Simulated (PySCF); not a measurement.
An unknown is described by computed data only.

Formula: C6H9BO2S.

* Polarisability: 109.1 au [wB97X-D/def2-SVPD]
* UV, first state: lowest singlet excitation: 5.38 eV (230 nm, f = 0.217) [TDDFT wB97X-D/def2-SVPD]
* 13C NMR: chemical shifts (computed TMS as zero) by class: 145.2 (1 C), 141.0 (1 C), 140.4 (1 C), 132.7 (1 C), 54.0 (2 C) ppm [GIAO B3LYP/pcSseg-1]
* Rotational structure: rotational constants A, B, C: 1.985, 0.821, 0.585 GHz [PBE0-D3(BJ)/def2-SVP]
* Dipole: 0.74 D [wB97X-D/def2-SVPD]
* 1H NMR: chemical shifts (computed TMS as zero) by class: 7.89 (1 H), 7.32 (1 H), 7.16 (1 H), 3.87 (6 H) ppm [GIAO B3LYP/pcSseg-1]
* NMR, other nuclei: isotropic shieldings of nuclei other than C and H, by class: 73 (1 B), 234 (2 O), 232 (1 S) ppm [GIAO B3LYP/pcSseg-1]

Gas-phase values; electronic properties from PySCF, density fitting. Levels stand in brackets. The structure is a single PBE0-D3(BJ)/def2-SVP conformer in the gas phase; no vibrational or solvent corrections. NMR classes are plain means over equivalent atoms (diastereotopic ones count apart unless rotation or inversion swaps them), as if these changed places fast.

Problem. Propose a structure and show how it fits.

Solution. Numbering: `[CH3:1][O:2][B:3]([O:4][CH3:5])[c:6]1[cH:7][cH:8][cH:9][s:10]1`. 6 carbons fall into 5 classes; from least to most shielded: aromatic CH carbon [C7] (145.2 ppm), aromatic CH next to a ring sulfur [C9] (141.0 ppm), substituted aromatic carbon [C6] (140.4 ppm), aromatic CH carbon [C8] (132.7 ppm), methoxy carbon [C1/C5] (54.0 ppm, 2 C, up to 2.8 ppm apart in this geometry). Hydrogen classes from least to most shielded: 1 H on an aromatic CH carbon, C7 (7.89 ppm), 1 H on an aromatic CH next to a ring sulfur, C9 (7.32 ppm), 1 H on an aromatic CH carbon, C8 (7.16 ppm), 6 H on 2 methoxy carbons, C1/C5 (3.87 ppm). The other shieldings belong to: 73 ppm, three-coordinate boron [B3]; 234 ppm, boron-bound oxygen [O2/O4]; 232 ppm, thiophene-type sulfur [S10]. By its constants the optimised geometry is an asymmetric top. Structure: `COB(OC)c1cccs1`. Computed isomers that give other values at the same levels: `COB(OC)c1ccsc1` (rotational constant A: 2.130 GHz; this holds for the one conformer computed). The assignments are read from this structure; whether some other isomer fits the data as well wasn't checked.

Shape of the structure used: `[CH3:1][O:2][B:3]([O:4][CH3:5])[c:6]1[cH:7][cH:8][cH:9][s:10]1`: C1–O2–B3–O4 0°, O2–B3–O4–C5 -179°, O2–B3–C6–C7 0°.
